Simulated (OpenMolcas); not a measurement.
## Ionisation energies of lead

```yaml
Program: OpenMolcas 26.06
Basis: ANO-RCC-VTZP [8s7p5d3f2g]
Scalar_Hamiltonian: DKH2, point nucleus
Spin-orbit_coupling: state interaction with AMFI integrals over the reference wave functions, term energies averaged over their components
```

Active shells in each charge state: the valence s, p shells, with orbitals averaged over the low states. Where CASPT2's correlated closed shells are named, they are those of the first ion.

A. CASSCF
B. SS-CASPT2, IPEA 0.25 Eh, imaginary shift 0.1 Eh (closed shells correlated: 5d)
C. SS-CASPT2, IPEA 0.25 Eh, imaginary shift 0.1 Eh (closed shells correlated: none)
D. SS-CASPT2, IPEA 0 Eh, imaginary shift 0.1 Eh (closed shells correlated: 5d)
E. SS-CASPT2, IPEA 0.25 Eh, imaginary shift 0.1 Eh (closed shells correlated: 4f 5s 5p 5d)

Energies in eV between the lowest computed levels, named as in B; reference values from the NIST Atomic Spectra Database with their kind.

```tsv
From	To	A	B	C	D	E	Spin-orbit share in B	Reference
Pb 6s2 6p2 3P0	Pb+ 6s2 6p 2P* 1/2	6.568	7.232	6.980	7.321	7.256	+0.202	7.417 (measured)
Pb+ 6s2 6p 2P* 1/2	Pb2+ 6s2 1S0	13.844	14.763	14.321	14.848	14.821	+1.023	15.032 (measured)
Pb2+ 6s2 1S0	Pb3+ 6s 2S 1/2	30.432	31.609	30.497	31.614	31.747	+0.000	31.937 (measured)
Pb3+ 6s 2S 1/2	Pb4+ 5d10 1S0	40.540	42.137	40.540	42.204	42.359	+0.000	42.333 (measured)
```

Steps that some method lacks are left out, and so are those with a state whose active s or d shell is doubly occupied in every root (s and p with five to eight electrons, d10) over a frozen core shell of the same l, since the two then mix freely.

Error against the reference values, in %:

```
From  Reference      A     B     C     D     E
  Pb   measured  -11.4  -2.5  -5.9  -1.3  -2.2
 Pb+   measured   -7.9  -1.8  -4.7  -1.2  -1.4
Pb2+   measured   -4.7  -1.0  -4.5  -1.0  -0.6
Pb3+   measured   -4.2  -0.5  -4.2  -0.3  +0.1
```

Mean absolute error over the 4 measured values: A 1.33 eV, B 0.24 eV, C 1.10 eV, D 0.18 eV, E 0.15 eV. E lies closest.

* marks odd parity.
